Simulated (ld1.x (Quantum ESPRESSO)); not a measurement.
# Which change was made? (Si, TM)

- Element: silicon
- Generator: ld1.x (Quantum ESPRESSO) 7.5
- Type: norm-conserving Troullier–Martins (Kleinman–Bylander form)
- Functional: PBE
- Relativity: scalar-relativistic
- Frozen core: [Ne]
- Valence charge: 4
- Reference configuration: 3s2 3p2
- Partial waves: 3s (bound): rc 1.95 bohr; 3d channel at -0.15 Ry: rc 2.00 bohr; 3p (bound): rc 1.85 bohr
- Local potential: the p channel
- Core correction: none

Cutoffs, loose and tight: the cutoffs (Ry, on a coarse ladder) from which the occupation-weighted sum of valence levels, in a spherical-Bessel basis at the reference potential, stays within 10 and 1 mRy of its value at 400 Ry. They do not see the model core or the augmentation charge, which bear on the density cutoff. Test errors are all-electron minus pseudo excitation energies from the reference, over the configurations 3s2 3p1; 3s2 3p0; 3s1 3p0; 3s2 3p1.5; 3s1 3p2; 3s2 3p2.3; 3s1 3p3; variants that change the core or the reference have their own tests.

The base gives: outcome: generated; cutoff, loose: 15 Ry; cutoff, tight: 35 Ry; bound ghosts: none; largest test error (meV): +69.

(1) After one change the result is: outcome: generated; cutoff, loose: 15 Ry; cutoff, tight: 35 Ry; bound ghosts: none; largest test error (meV): +53. Which change was it?
A. wave 3p (bound): rc 1.85 bohr becomes 3p (bound): rc 1.24 bohr
B. wave 3p (bound): rc 1.85 bohr becomes 3p (bound): rc 1.50 bohr
C. wave 3p (bound): rc 1.85 bohr becomes 3p (bound): rc 2.80 bohr

## Answers

(1) C. The others give: wave 3p (bound): rc 1.85 bohr becomes 3p (bound): rc 1.50 bohr → outcome: generated; cutoff, loose: 30 Ry; cutoff, tight: 50 Ry; bound ghosts: none; largest test error (meV): +61 | wave 3p (bound): rc 1.85 bohr becomes 3p (bound): rc 1.24 bohr → outcome: generated; cutoff, loose: 80 Ry; cutoff, tight: 140 Ry; bound ghosts: none; largest test error (meV): +73.
